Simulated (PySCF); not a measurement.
Gas-phase reaction: 2 SiHI₃ + F₂ → SiI₄ + SiI₂ + 2 HF

Method: PySCF energies plus ideal-gas RRHO corrections (1 bar). † marks an energy on the PBE0/def2-TZVP geometry and frequencies; other levels use their own. All species are closed-shell singlets. I: scalar-relativistic def2 core potential, no spin-orbit coupling.

```csv
level,"ΔH°(298 K), kJ"
HF/def2-TZVP†,-403
PBE/def2-TZVP†,-370
PBE0/def2-QZVP†,___
PBE0/def2-TZVP,___
r2SCAN/def2-TZVP†,-363
LDA/def2-TZVP†,-369
ωB97M-V/def2-TZVP†,___
```

Question: Fill in the missing entries.

Answer: 
- PBE0/def2-QZVP†, ΔH°(298 K), kJ: -395
- PBE0/def2-TZVP, ΔH°(298 K), kJ: -378
- ωB97M-V/def2-TZVP†, ΔH°(298 K), kJ: -381
